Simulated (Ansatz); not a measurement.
Consider the formal exchange of groups at the Si–Ge bond: `[SiH3][SiH2][GeH2][SiH2][GeH3]` + SiH₄ → `[SiH3][SiH2][GeH2][SiH2][SiH3]` + GeH₄.

Isolated molecules relaxed with PBE0-D4/def2-TZVP in Ansatz; ΔE leaves out vibrations. CCSD(T)/CBS is the MP2 limit (def2-TZVPP, def2-QZVPP) plus CCSD(T) − MP2 in def2-TZVPP, frozen cores. This one scheme is used for every species. For Ge outer-core shells are correlated without core-valence functions, which leaves a few kJ/mol of doubt a bond. Scalar relativity is left out up to krypton. One conformer a species, not always the lowest.

```
        level  ΔE (kJ/mol)
HF/def2-TZVPP         16.3
MP2/CBS(def2)         20.2
```

(1) What does CCSD(T)/CBS give? (An estimate is asked.)

Largest T1 diagnostic among the species: 0.013.

## Answers

(1) The calculation gave: +17.0 kJ/mol. The listed levels differ from it by -0.7, 3.2 kJ/mol.

Leaving LDA and LC-ωPBE aside and taking each functional with its dispersion term where it has one, the values, not all of them listed here, spread over 10.7 kJ/mol, from B97M-V to ωB97M-V. At CCSD(T), def2-SVP lies −3.3 kJ/mol from the extrapolated value and def2-TZVPP −0.0 kJ/mol.
